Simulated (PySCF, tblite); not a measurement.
Question: Give a GFN2-xTB geometry of `COC(=O)c1ccc(C(=O)Cl)o1`.

Answer: 
Z-matrix in Å and degrees, rows numbered from 1:
```
C 
O   1  1.4212
C   2  1.3313  1  116.18
O   3  1.2050  2  124.94  1     0.03
C   3  1.4761  2  111.65  1  -179.93
C   5  1.3808  3  128.75  2   179.85
C   6  1.3995  5  105.89  3  -179.92
C   7  1.3848  6  105.99  5    -0.01
C   8  1.4493  7  128.47  6   179.97
O   9  1.1912  8  126.72  7     0.05
Cl  9  1.7620  8  112.18  7  -179.97
O   5  1.3371  3  120.62  2    -0.08
H   1  1.0919  2  110.37  3   -60.05
H   1  1.0919  2  110.36  3    60.13
H   1  1.0866  2  106.04  3  -179.97
H   6  1.0705  5  125.88  3     0.09
H   7  1.0705  6  128.11  5   179.99
```

Of the pairs four or more bonds apart, O4···H13 is among the closest relative to their van der Waals radii: 2.66 Å, 98 % of the sum of Bondi's values. The C–C distances run from 1.381 Å (C5–C6, aromatic) to 1.476 Å (C3–C5, drawn single), a spread of 0.095 Å. The 5-membered ring C5–C6–C7–C8–O12 has internal angles of 105.9° to 110.6°; it is planar, 0.00 Å rms from its mean plane, widest ring torsion 0°. The 12 heavy atoms lie in one plane (0.001 Å rms).

Computed geometry: GFN2-xTB, gas phase.

Point group: Cs (every atom within 0.08 Å of its image). Its GFN2-xTB frequencies are all real (lowest 36 cm⁻¹). The numbers are those of one conformer (C1–O2–C3–O4 0°, O2–C3–C5–C6 180°, C7–C8–C9–O10 0°). 3 starts were optimised and ended at 0.00, 0.05 and 0.68 kcal/mol (GFN2-xTB); the lowest of these is shown.
